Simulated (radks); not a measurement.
The phosphorus anion P3-, [Ar], held by a Watson sphere: a shell of charge +3 at radius R that stands for the Madelung well of a crystal (potential energy -3/R inside, -3/r outside, in hartree with lengths in bohr). Calculated with a radial shooting solver on a logarithmic mesh with Libxc functionals: scalar-relativistic Kohn-Sham, LDA (Slater exchange, Perdew-Wang correlation), spin-unpolarised, spherical densities, finite nucleus; Fermi nuclear charge, rms radius of each element as measured or else 0.836 A^(1/3) + 0.57 fm. Response by self-consistent Sternheimer equations with the Hartree and adiabatic LDA kernel, the relativistic mass of each level held fixed and spin-orbit coupling left out. The sphere does not respond.

R (bohr)  e(2p) (eV)  e(3s) (eV)  e(3p) (eV)  <r> 3p (bohr)  sum of <r^2> (bohr^2)  X-ray form factor at sin(theta)/lambda = 0.1 1/angstrom  alpha (bohr^3)
2.19         -120.87     -16.021      -7.821          2.319                  49.05                                                   15.053           32.61
2.29         -120.81     -15.665      -7.609          2.360                  50.63                                                   14.981           34.99
2.57         -120.76     -14.735      -7.012          2.475                  55.16                                                   14.784           42.78
2.69         -120.76     -14.369      -6.760          2.524                  57.14                                                   14.703           46.69
2.95         -120.76     -13.643      -6.231          2.628                  61.51                                                   14.534           56.52
3            -120.76     -13.514      -6.133          2.647                  62.36                                                   14.503           58.64
3.42         -120.71     -12.554      -5.361          2.811                  69.64                                                   14.257           79.90
4.61         -120.38     -10.825      -3.718          3.257                  92.21                                                   13.719           187.0
